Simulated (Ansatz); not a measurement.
Compare A (`[NH2][GeH2][CH2]F`) with its isomer B (`[CH3][GeH]([NH2])[F]`).

Computed with Ansatz on PBE0-D4/def2-TZVP structures; ΔE is electronic, products minus reactants. CCSD(T)/CBS adds triple-zeta CCSD(T) − MP2 to the extrapolated MP2 energy (def2 sets, frozen cores). DFT in def2-TZVPP. B3LYP here is the variant with VWN-RPA as its local correlation; programs differ in this. For Ge outer-core shells are correlated without core-valence functions, which leaves a few kJ/mol of doubt a bond. Scalar relativity is left out up to krypton. Each species was taken in one conformer, which may not be the lowest.

A:

```xyz
10

N     0.564   -0.087   -1.733
Ge   -0.253   -0.739   -0.222
C    -0.263    0.547    1.285
F     1.043    0.911    1.592
H     1.537    0.151   -1.595
H     0.098    0.709   -2.148
H     0.521   -1.995    0.204
H    -1.714   -1.064   -0.586
H    -0.815    1.455    1.023
H    -0.718    0.112    2.181
```

B:

```xyz
10

C    -0.6949   -0.6299   -1.1465
Ge   -0.0406    0.6577    0.1357
N     0.6653   -0.1904    1.5793
F     1.1953    1.5747   -0.7120
H    -1.0690   -0.1167   -2.0325
H     0.1165   -1.2949   -1.4464
H    -1.4980   -1.2245   -0.7100
H    -1.0348    1.7150    0.6339
H     1.0033    0.4076    2.3191
H     1.3569   -0.8986    1.3794
```

Q: Which is lower in electronic energy at CCSD(T)/CBS, and by how much? (Estimate.)

A: Computed: B, by 204.5 kJ/mol.

Q: Give E(B) − E(A) in kJ/mol with MP2/def2-TZVPP, HF/def2-TZVPP, CCSD(T)/def2-TZVPP, BLYP-D4, B3LYP-D4, ωB97M-V, PBE-D4. (Estimate.)

A: Ansatz gave: MP2/def2-TZVPP -213.9, HF/def2-TZVPP -204.0, CCSD(T)/def2-TZVPP -202.6, BLYP-D4 -191.7, B3LYP-D4 -196.0, ωB97M-V -199.7, PBE-D4 -190.3. None reverses the order clearly.

Q: Does the order hold for the free energy at 298.15 K (harmonic terms from PBE0-D4)? (Best estimate.)

A: The calculation gave: Yes: G(B) − G(A) = -199.0 kJ/mol, for one conformer each.

Largest T1 diagnostic: 0.011.

From PBE to PBE0 (25 % exact exchange), in def2-TZVPP and without D4, E(B) − E(A) moves by −5.2 kJ/mol. Leaving LDA and LC-ωPBE aside and taking each functional with its dispersion term where it has one, the values, not all of them listed here, spread over 15.8 kJ/mol, from PBE-QIDH to revPBE-D4.
